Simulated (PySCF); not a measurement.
Delta-SCF ions had no search for a lower state. Excitations are Tamm–Dancoff values on a coarser integration grid. The basis has no diffuse functions, so Rydberg states are missing or too high.

## C₃H₆Si, SMILES `[SiH](=C)C=C` (C–C–Si–C torsion 2°) (charge 0, multiplicity 1)

Calculation: PBE-D3(BJ)/def2-TZVP (PySCF).

The HOMO is -5.26 eV and the dipole moment is 1.38 D. The HOMO–LUMO gap is 2.72 eV and the LUMO is -2.55 eV. The S1 excitation (TDA) is 3.96 eV and the S1 oscillator strength is 0.187. The brightest of the four lowest singlets (TDA) is 3.96 eV and the T1 excitation (TDA) is 2.13 eV. The S1–T1 gap (TDA) is 1.83 eV, the vertical ionisation energy (Delta-SCF) is 8.12 eV and the total energy is -407.0888 Ha. The cost is about 110 core-seconds (a rough figure).

```xyz
10

C     -1.4062     0.7150    -1.1136
C     -0.9390     0.7120     0.1463
Si     0.5750    -0.1822     0.7194
C      1.6355    -1.0961    -0.2730
H     -0.9063     0.1684    -1.9177
H     -2.3079     1.2660    -1.3929
H     -1.4904     1.2813     0.9044
H      0.8298    -0.0485     2.1807
H      2.5079    -1.5931     0.1535
H      1.5015    -1.2227    -1.3481
```
